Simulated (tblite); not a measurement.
C3H4N2O2S2 (charge -1 and doublet state).
Geometry (GFN2-xTB, Å), atoms numbered from 1 in this order:
```xyz
13
C3H4N2O2S2 angstrom
C     -1.7940    0.7773   -0.4789
S     -0.9129   -0.6662    0.2225
O     -1.3508   -1.8194   -0.5444
O     -1.2172   -0.7227    1.6432
C      0.7693   -0.2769   -0.0170
N      1.1116    0.2915   -1.2019
S      2.7638    0.5865   -1.0844
N      2.9825   -0.0037    0.4850
C      1.7868   -0.4231    0.8991
H     -1.6967    1.5958    0.2217
H     -2.8300    0.5069   -0.6348
H     -1.2927    0.9959   -1.4128
H      1.6761   -0.8413    1.8851
```

Calculated harmonic vibrations of the isolated species, GFN2-xTB (tblite), most abundant isotopes, no scaling. Against measured fundamentals such values can be off by several per cent, at times by over 20. One conformer, not necessarily the lowest. Open shells enter through the occupations alone, without spin polarisation, and single modes of such species can be off by tens of per cent.

Harmonic wavenumbers (cm⁻¹): 35.9, 95.5, 111.0, 124.7, 240.7, 275.8, 298.2, 324.4, 371.7, 438.2, 494.8, 519.6, 628.1, 673.3, 697.8, 776.9, 785.2, 833.1, 843.7, 924.7, 1076.3, 1092.5, 1190.5, 1238.0, 1254.6, 1310.9, 1433.7, 1438.7, 1460.7, 3057.7, 3082.2, 3084.6, 3099.6.

A = 2837, B = 810.5, C = 727.7 MHz; mass 163.971 u (most abundant isotopes); point group C1, symmetry number 1; spin multiplicity 2.

**Question.** What is the zero-point energy?

**Answer.** Half the sum of the wavenumbers: 16657 cm⁻¹ = 199.26 kJ/mol.

**Question.** What is S at 298.15 K and 1 bar for an ideal gas of classical rigid rotors and harmonic oscillators?

**Answer.** Translation 172.46, rotation 124.02, vibration 112.34, spin (R ln 2) 5.76: S = 414.6 J/(mol K).

**Question.** And Cp and H(298.15 K) − H(0)?

**Answer.** Cp = 147.29 J/(mol K), of which vibrations give 114.04 (their classical limit is 33 R = 274.4); H(298.15 K) − H(0) = 27.47 kJ/mol without the zero-point energy, 17.56 from vibrations.

**Question.** Which modes carry the vibrational entropy at 298.15 K?

**Answer.** 35.9 cm⁻¹: 22.90; 95.5 cm⁻¹: 14.83; 111.0 cm⁻¹: 13.60; 124.7 cm⁻¹: 12.66; 240.7 cm⁻¹: 7.52; 275.8 cm⁻¹: 6.53 J/(mol K); the other 27 give 34.30 together.

**Question.** Blend soft modes into free rotors: weight 1/[1 + (100 cm⁻¹/ν̃)⁴] for the oscillator and the rest for a rotor with moment μB/(μ + B), μ = h/(8π²ν), B = 10⁻⁴⁴ kg m². What vibrational entropy results?

**Answer.** 103.08 J/(mol K) in place of 112.34, which changes −T·S at 298.15 K by +2.76 kJ/mol.

Hindered rotation and anharmonicity are outside this model. Other conformers, if any are populated, would add a mixing term that is left out. The structure is chiral; the term R ln 2 for an equal mix with its mirror image is left out.
